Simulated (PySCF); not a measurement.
# Polarisability as a sum over states

Species: C₅HClFNS.
Structure used (GFN2-xTB), in Å, numbered top down from 1:
```
atom  x, y, z in Å
N1    -2.6064    1.6907    0.3760
C2    -1.7049    0.9979    0.2420
C3    -0.5854    0.1607    0.0757
C4     0.7604    0.6294   -0.0664
Cl5    1.1640    2.2928   -0.0472
C6     1.6616   -0.3740   -0.2154
S7     0.9241   -1.9314   -0.1911
C8    -0.6236   -1.2073    0.0233
F9    -1.7027   -1.9679    0.1197
H10    2.7217   -0.2862   -0.3392
```

Theory: TDDFT PBE0/def2-SVPD, vertical, gas phase, core orbitals frozen in the response in PySCF.

Excitation energies and transition dipoles (atomic units, axes of the coordinates) of those of the lowest 6 singlets that add 0.02 au or more to the mean polarisability:

```csv
state,ΔE (hartree),μx,μy,μz
S1,0.1856,-0.453,0.071,0.057
S3,0.2049,0.137,-0.679,-0.044
S6,0.2384,-0.617,1.590,0.139
```

Task: What does each state add to αxx, αyy and αzz, and how do the sums compare with the full static tensor?

Result: Each state adds 2 μα² / ΔE.

```
        state  αxx (au)  αyy (au)  αzz (au)
           S1      2.21      0.05      0.03
           S3      0.18      4.50      0.02
           S6      3.20     21.20      0.16
 all 6 states       5.6      25.8       0.3
full response     103.6     118.2      56.6
    share (%)         5        22         1
```

The rest comes from the higher roots of the same response equations.

Task: Give the full tensor and its principal values.

Result: In au, rows and columns x, y, z:
```
x   103.6 -11.6  -6.2
y   -11.6 118.2   3.9
z    -6.2   3.9  56.6
```
Principal values 55.7, 97.5 and 125.2 au; mean 92.8 au (13.75 Å³).

Task: By how much does the contribution of these states grow at 532 nm?

Result: With ω = 0.0856 hartree each state's term in the mean polarisability goes from f / ΔE² to f / (ΔE² − ω²), f = (2/3) ΔE |μ|²; the sum over all 6 states goes from 10.54 to 12.30 au, a rise of 1.76 au.

A one-level model with all 46 active electrons at a single energy would need ΔE = √(N/α) = 19.2 eV to give this α, against S1 at 5.05 eV.
